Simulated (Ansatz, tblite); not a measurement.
M(NH)Cl3 with several metals: gap (eV) at several levels, gas phase, relaxed structures; Ansatz, xTB through tblite. Core potentials for Nb, Ta in the def2 sets, no spin–orbit coupling. Names give formal oxidation states. The structures are stationary points that may keep the symmetry of their start. Remarks come from the PBE and PBE0 runs and from stability tests at other levels; not every state was tested.

| species | state | geometry | GFN1-xTB | PBE-D4/def2-SVP | PBE-D4/def2-TZVP | r2SCAN-D4/def2-TZVP | B3LYP-D4/def2-TZVP | PBE0-D4/def2-TZVP | remarks |
| --- | --- | --- | --- | --- | --- | --- | --- | --- | --- |
| Ta(NH)Cl3 (TaNCl3H) | singlet | PBE0-D4/def2-SVP | 3.48 | 4.26 | 4.15 | 4.55 | 5.79 | 6.27 | – |
| V(NH)Cl3 (VNCl3H) | singlet | PBE-D4/def2-SVP | 2.06 | 2.79 | 2.83 | 3.10 | 4.51 | 5.00 | restricted SCF unstable in HF |

Problem. Estimate the rows for Nb(NH)Cl3 (NbNCl3H) (singlet, PBE0-D4/def2-SVP geometry).

Solution. 
```csv
species,state,geometry,GFN1-xTB,PBE-D4/def2-SVP,PBE-D4/def2-TZVP,r2SCAN-D4/def2-TZVP,B3LYP-D4/def2-TZVP,PBE0-D4/def2-TZVP
Nb(NH)Cl3 (NbNCl3H),singlet,PBE0-D4/def2-SVP,2.48,3.96,3.90,4.26,5.52,5.99
```

Over the 3 species that have every level, the mean is 2.67 at GFN1-xTB, 3.67 at PBE-D4/def2-SVP, 3.63 at PBE-D4/def2-TZVP, 3.97 at r2SCAN-D4/def2-TZVP, 5.27 at B3LYP-D4/def2-TZVP, 5.75 at PBE0-D4/def2-TZVP. Orbital gaps grow with the share of exact exchange and aren't one observable across functionals.
